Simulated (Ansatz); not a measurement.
C3H10ClGeN, SMILES `C[N](C)[GeH]([CH3])[Cl]`. Charge 0, multiplicity 1. Geometry: relaxed with PBE0-D4/def2-TZVP. It is one conformer, not always the lowest.

```xyz
16

C     0.226   -0.498    2.017
N     0.073    0.168    0.744
C     1.213    0.988    0.404
Ge   -0.775   -0.740   -0.586
C    -1.087    0.397   -2.121
Cl    0.466   -2.400   -1.295
H    -0.661   -1.093    2.247
H     0.344    0.244    2.815
H     1.100   -1.166    2.049
H     1.050    1.505   -0.544
H     1.361    1.755    1.174
H     2.147    0.413    0.323
H    -2.016   -1.399    0.028
H    -0.139    0.658   -2.593
H    -1.698   -0.139   -2.848
H    -1.605    1.307   -1.816
```

Problem. What is the dipole moment at B3LYP/def2-TZVPP? (An estimate is asked.)

Solution. Ansatz gave: 2.35 D, with components (-0.76, 2.16, 0.51) D in this frame, pointing from negative to positive charge.

Problem. And with PBE, r2SCAN, ωB97M-V? (Best estimate.)

Solution. Ansatz gave: PBE 2.34 D, r2SCAN 2.40 D, ωB97M-V 2.31 D.

Problem. Give the Mulliken charges with B3LYP, ωB97M-V, r2SCAN in def2-TZVPP. (Estimate.)

Solution. Computed: 
| atom | B3LYP | ωB97M-V | r2SCAN |
| --- | --- | --- | --- |
| C1 | -0.18 | -0.24 | -0.06 |
| N2 | -0.26 | -0.28 | -0.27 |
| C3 | -0.18 | -0.24 | -0.05 |
| Ge4 | 0.46 | 0.39 | 0.43 |
| C5 | -0.36 | -0.42 | -0.27 |
| Cl6 | -0.37 | -0.33 | -0.37 |
| H7 | 0.09 | 0.11 | 0.05 |
| H8 | 0.09 | 0.11 | 0.05 |
| H9 | 0.09 | 0.12 | 0.05 |
| H10 | 0.09 | 0.10 | 0.05 |
| H11 | 0.09 | 0.11 | 0.05 |
| H12 | 0.09 | 0.12 | 0.06 |
| H13 | 0.00 | 0.04 | 0.00 |
| H14 | 0.11 | 0.13 | 0.09 |
| H15 | 0.12 | 0.14 | 0.09 |
| H16 | 0.12 | 0.14 | 0.10 |

B3LYP here is the variant with VWN-RPA as its local correlation; programs differ in this.
